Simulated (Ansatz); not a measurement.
Wavefunction ladder for C3H5AlO (`C1=[CH][AlH][CH2]O1`)

| atom | x (Å) | y (Å) | z (Å) |
| --- | --- | --- | --- |
| C1 | -1.1948 | 0.4443 | -0.3784 |
| C2 | -0.8616 | -0.7972 | -0.7925 |
| Al3 | 0.8710 | -1.0959 | -0.0860 |
| C4 | 0.8586 | 0.6996 | 0.7462 |
| O5 | -0.4260 | 1.2476 | 0.3710 |
| H6 | -2.1348 | 0.9452 | -0.6054 |
| H7 | -1.5899 | -1.3247 | -1.3937 |
| H8 | 1.9573 | -2.2458 | -0.0912 |
| H9 | 0.9031 | 0.7231 | 1.8398 |
| H10 | 1.6171 | 1.4039 | 0.3901 |

Total charge 0; spin multiplicity 1. The structure was optimised at the PBE0-D4/def2-TZVP level. Frozen core, restricted reference, Ansatz 0.2.0. CBS rows extrapolate triple and quadruple zeta; past MP2 they add the triple-zeta difference.

| basis | HF (Eh) | MP2 corr. | CCSD corr. | (T) | CCSD(T) total |
| --- | --- | --- | --- | --- | --- |
| def2-SVP | -433.02833 | -0.63795 | -0.67897 | -0.02403 | -433.73133 |
| def2-TZVPP | -433.33410 | -0.79163 | -0.82253 | -0.03758 | -434.19421 |
| def2-QZVPP | -433.34974 | -0.84696 | – | – | – |
| CBS(def2) | -433.35190 | -0.88795 | -0.91884 | as TZ | -434.30832 |
